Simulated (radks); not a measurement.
Question: The mean radii <r> (bohr) of the occupied orbitals of an atom or ion are listed with their occupations. Calculated with a radial shooting solver on a logarithmic mesh with Libxc functionals: Dirac Kohn-Sham, PBE, spin-unpolarised, spherical densities, finite nucleus; Fermi nuclear charge, rms radius of each element as measured or else 0.836 A^(1/3) + 0.57 fm.

orbital  occ.      <r>
1s1/2       2  0.03609
2s1/2       2   0.1577
2p1/2       2   0.1346
2p3/2       4   0.1391
3s1/2       2   0.4428
3p1/2       2   0.4384
3p3/2       4   0.4489
3d3/2       4   0.4304
3d5/2       6   0.4339
4s1/2       2    1.131
4p1/2       2    1.226
4p3/2       4    1.252
5s1/2       2    2.668

Name the element and its charge. Open shells, if any, fill j = l - 1/2 first.

Answer: Z = 41, niobium, charge +3: Nb3+ in [Kr] 5s2. The 1s radius gives Z: for a bare nucleus <r> = (2 gamma + 1)/(2Z) with gamma = sqrt(1 - (Z/c)^2), 0.03547 bohr for Z = 41, and screening makes it slightly larger (0.03609 here). The occupations add up to 38, and the charge is Z minus that.
